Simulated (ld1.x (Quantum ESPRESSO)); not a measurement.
**u(r) = r·R(r): atom against pseudo-atom (helium)**

Columns: radius, all-electron u(r) and pseudo u(r) of the 1s shell (level -15.76 eV) of helium in the configuration 1s2; PBE, non-relativistic, TM scheme, ld1.x (Quantum ESPRESSO) 7.5.

| r (bohr) | all-electron | pseudo |
| --- | --- | --- |
| 0.040 | 0.1776 | 0.1350 |
| 0.080 | 0.3277 | 0.2667 |
| 0.120 | 0.4539 | 0.3919 |
| 0.160 | 0.5592 | 0.5075 |
| 0.200 | 0.6462 | 0.6111 |
| 0.240 | 0.7175 | 0.7005 |
| 0.280 | 0.7750 | 0.7746 |
| 0.320 | 0.8207 | 0.8330 |
| 0.360 | 0.8562 | 0.8762 |
| 0.400 | 0.8829 | 0.9059 |
| 0.440 | 0.9020 | 0.9240 |
| 0.480 | 0.9145 | 0.9329 |
| 0.520 | 0.9215 | 0.9350 |
| 0.560 | 0.9237 | 0.9324 |
| 0.600 | 0.9217 | 0.9265 |
| 0.640 | 0.9164 | 0.9185 |
| 0.680 | 0.9080 | 0.9087 |
| 0.720 | 0.8973 | 0.8974 |
| 0.760 | 0.8844 | 0.8844 |
| 0.800 | 0.8698 | 0.8698 |
| 0.840 | 0.8538 | 0.8538 |
| 0.880 | 0.8366 | 0.8366 |
| 0.920 | 0.8186 | 0.8186 |
| 0.960 | 0.7997 | 0.7997 |
| 1.000 | 0.7804 | 0.7804 |
| 1.040 | 0.7606 | 0.7606 |

(1) How many radial nodes do the two functions have?

(2) At about which radius was the pseudo-wave matched?

(3) Is the pseudo-wave norm-conserving?

## Answers

(1) The all-electron 1s function has n − l − 1 = 0; the pseudo-wave has 0.

(2) 0.80 bohr. The columns agree to 0.0005 from 0.72 bohr on; several derivatives are matched, so the curves merge somewhat inside the radius.

(3) Yes: the TM scheme keeps the norm inside the radius equal to the all-electron one, which fixes the energy derivative of the logarithmic derivative at the level.
